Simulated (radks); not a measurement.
The numbers below are computed, except where a source is named.
Q: Excited configurations of neutral calcium: one electron is placed in a higher orbital outside [Ar] 4s1. The ground configuration is [Ar] 4s2. Code: a radial shooting solver on a logarithmic mesh with Libxc functionals. Model: scalar-relativistic Kohn-Sham, r2SCAN, spin-polarised, spherical densities, finite nucleus; open shells are filled with parallel spins first; meta-GGA in the generalised Kohn-Sham scheme; Fermi nuclear charge, rms radius 3.4776 fm. Excitation = E - E(ground); binding = E(ion) - E, where the ion is the core of charge +1; n* = 1/sqrt(2 binding) in atomic units, and the quantum defect is n - n*.

outer orbital  excitation (eV)  binding (eV)     n*  quantum defect  eigenvalue (eV)  <r> (bohr)
4p                       1.641         4.190  1.802           2.198           -2.251       4.968
6p                       4.880         0.952  3.781           2.219           -0.598       22.12
7s                       5.133         0.699  4.413           2.587           -0.447       30.33
7d                       5.394         0.438  5.575           1.425           -0.280       48.38

Estimate the row for 3d.

A: excitation (eV) 1.832; binding (eV) 4.000; n* 1.844; quantum defect 1.156; eigenvalue (eV) -0.817; <r> (bohr) 3.368. The Delta-SCF ionisation energy is 5.832 eV (NIST Atomic Spectra Database: 6.113 eV, measured). Self-interaction in the functional shifts the binding energies and quantum defects, so they are the method's values and not measured ones.
